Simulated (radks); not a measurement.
Values are calculated unless marked as measured or tabulated.
Ce XXXIV, configuration [Ne] 3s1 3p6 3d8 (not the ground configuration). Code: a radial shooting solver on a logarithmic mesh with Libxc functionals. Model: scalar-relativistic Kohn-Sham, OLYP, spin-unpolarised, spherical densities, finite nucleus; Fermi nuclear charge, rms radius 4.8771 fm.

Local quantities along the radius. ELF = 1/(1 + alpha^2) is the electron localisation function; alpha = (tau - tau_W)/tau_unif compares the Pauli kinetic energy density with that of the uniform gas; -r V(r) is the screened charge that the Kohn-Sham potential presents (atomic units). tau is taken from the large components.

r (bohr)    ELF    alpha  -r V(r)
0.000863  0.999  0.02408    57.81
0.001071  0.999  0.02406    57.75
0.00134   0.999  0.02438    57.67
0.001663  0.999  0.02510    57.59
0.002081  0.999  0.02638    57.48
0.002582  0.999  0.02830    57.35
0.00323   0.999  0.03126    57.18
0.004009  0.999  0.03547    56.97
0.004976  0.998  0.04171    56.72
0.006225  0.997  0.05158    56.40
0.007726  0.996  0.06664    56.02
0.009666  0.992  0.09257    55.55
0.012     0.982   0.1364    54.99
0.01501   0.954   0.2208    54.31
0.01863   0.875   0.3777    53.52
0.02312   0.691   0.6683    52.59
0.02892   0.444    1.120    51.47
0.0359    0.331    1.422    50.26
0.04491   0.401    1.222    48.88
0.05574   0.592   0.8308    47.38
0.06973   0.734   0.6021    45.68
0.08654   0.731   0.6065    43.93
0.1074    0.556   0.8929    42.09
0.1344    0.336    1.406    40.16
0.1668    0.380    1.278    38.44
0.2086    0.619   0.7853    36.82
0.259     0.743   0.5877    35.55
0.324     0.716   0.6293    34.62
0.4021    0.515   0.9711    33.86
0.499     0.171    2.199    33.49
0.6243    0.015    8.100    33.65
0.7748    0.000    47.81    34.27

On this mesh the ELF has minima near r = 0.036, 0.15 bohr, which separate the shells, and maxima near 0.077 (0.75), 0.29 (0.75).
